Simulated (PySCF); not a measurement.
Screening by computed properties: pick the candidate that meets the target.

All species are isolated and taken at one optimised geometry, non-relativistic unless stated; the electronic structure was computed with PySCF and density fitting.

Dipoles, sizes and rotational constants follow the conformer. The torsions of the flexible species, by atom-mapped SMILES:
- `[CH3:1][CH2:2][S@@:3](=[O:4])[CH2:5][O:6][CH3:7]`: C1–C2–S3–O4 -32°, C2–S3–C5–O6 -53°, S3–C5–O6–C7 -79°
- `[CH3:1][n+:2]1[cH:3][o:4][cH:5][c:6]1[CH2:7][F:8]`: C5–C6–C7–F8 -125°

Question: Wanted: HOMO–LUMO gap below 10.5 eV (wB97X-D/def2-SVPD) and HOMO energy above -9 eV (wB97X-D/def2-SVPD), at PBE0-D3(BJ)/def2-SVP geometries. Which candidate meets both?
A. `CC[S@@](=O)COC`
B. `C[N+]1=COC=C1CF`
C. `[BH2-]1[NH2+][BH2-][NH2+]1`
D. `[SiH3]CB(Cl)Cl`

Answer: A. Computed values:
| species | HOMO–LUMO gap | HOMO energy |
| --- | --- | --- |
| CC[S@@](=O)COC | 10.33 eV | -8.32 eV |
| C[N+]1=COC=C1CF | 10.57 eV | -15.00 eV |
| [SiH3]CB(Cl)Cl | 11.31 eV | -10.92 eV |
| [BH2-]1[NH2+][BH2-][NH2+]1 | 11.74 eV | -9.97 eV |
